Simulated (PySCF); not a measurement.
Molfile (atoms numbered from 1):
```
C5H6O2
     RDKit          3D

 13 13  0  0  0  0  0  0  0  0999 V2000
   -2.2659   -0.1339    0.8633 O   0  0  0  0  0  0  0  0  0  0  0  0
   -1.5654    0.2392   -0.3114 C   0  0  0  0  0  0  0  0  0  0  0  0
   -0.1035   -0.0377   -0.2374 C   0  0  0  0  0  0  0  0  0  0  0  0
    0.9060    0.7921    0.3511 C   0  0  0  0  0  0  0  0  0  0  0  0
    2.0710    0.1150    0.2360 C   0  0  0  0  0  0  0  0  0  0  0  0
    1.8665   -1.0713   -0.3785 O   0  0  0  0  0  0  0  0  0  0  0  0
    0.5482   -1.1506   -0.6571 C   0  0  0  0  0  0  0  0  0  0  0  0
   -1.7798    0.2063    1.6190 H   0  0  0  0  0  0  0  0  0  0  0  0
   -1.7264    1.3027   -0.5328 H   0  0  0  0  0  0  0  0  0  0  0  0
   -2.0184   -0.3350   -1.1214 H   0  0  0  0  0  0  0  0  0  0  0  0
    0.7752    1.7711    0.7865 H   0  0  0  0  0  0  0  0  0  0  0  0
    3.0873    0.3331    0.5186 H   0  0  0  0  0  0  0  0  0  0  0  0
    0.2178   -2.0490   -1.1526 H   0  0  0  0  0  0  0  0  0  0  0  0
  1  2  1  0
  2  3  1  0
  3  4  1  0
  4  5  2  0
  5  6  1  0
  6  7  1  0
  7  3  2  0
  1  8  1  0
  2  9  1  0
  2 10  1  0
  4 11  1  0
  5 12  1  0
  7 13  1  0
M  END
```

PySCF calculation with coordinates at the PBE0-D3(BJ)/def2-TZVP level and GIAO B97-2/pcSseg-2 shieldings; non-relativistic, in vacuum, one computed conformer, rapidly exchanging positions averaged.

Shifts are taken against calculated references (same method and geometry level): TMS for ¹³C, ¹H; ¹⁷O against H2O.

```json
{"atoms": "O6", "nucleus": "¹⁷O", "count": "1", "δ (ppm)": "?"}
{"atoms": "C5", "nucleus": "¹³C", "count": "1", "δ (ppm)": "149.5"}
{"atoms": "H9/H10", "nucleus": "¹H", "count": "2", "δ (ppm)": "4.50"}
{"atoms": "C3", "nucleus": "¹³C", "count": "1", "δ (ppm)": "?"}
{"atoms": "H8", "nucleus": "¹H", "count": "1", "δ (ppm)": "0.15"}
{"atoms": "C7", "nucleus": "¹³C", "count": "1", "δ (ppm)": "148.5"}
{"atoms": "C4", "nucleus": "¹³C", "count": "1", "δ (ppm)": "?"}
{"atoms": "H12", "nucleus": "¹H", "count": "1", "δ (ppm)": "7.54"}
{"atoms": "H11", "nucleus": "¹H", "count": "1", "δ (ppm)": "6.58"}
{"atoms": "O1", "nucleus": "¹⁷O", "count": "1", "δ (ppm)": "59.2"}
{"atoms": "C2", "nucleus": "¹³C", "count": "1", "δ (ppm)": "61.3"}
{"atoms": "H13", "nucleus": "¹H", "count": "1", "δ (ppm)": "?"}
```

Task: Estimate the values marked ?.

Result: 
- C3: 133.9 ppm, substituted aromatic carbon
- C4: 116.4 ppm, aromatic CH
- H13: 7.66 ppm, hydrogen on an aromatic CH next to the ring oxygen; it sits in the deshielding region of the aromatic ring current
- O6: 299.3 ppm, aromatic ring oxygen

OH/NH shifts are gas-phase values; hydrogen bonding in solution moves them, usually downfield. Shifts are as computed. Against solution values, carbons near 30 ppm lie about +3 ppm off and those near 130 ppm about +7 ppm. Of 1211 compounds with measured shifts, 218 miss one by over three times the rms of a fit or turn the order of signals round; such compounds aren't used in these exercises. Unscaled 17O shifts of doubly bonded oxygen tend to come out too high, by tens of ppm or more. Experimental scales use liquid or dissolved standards, which lie at an offset from isolated H2O (liquid H2O: subtract about 36 ppm).
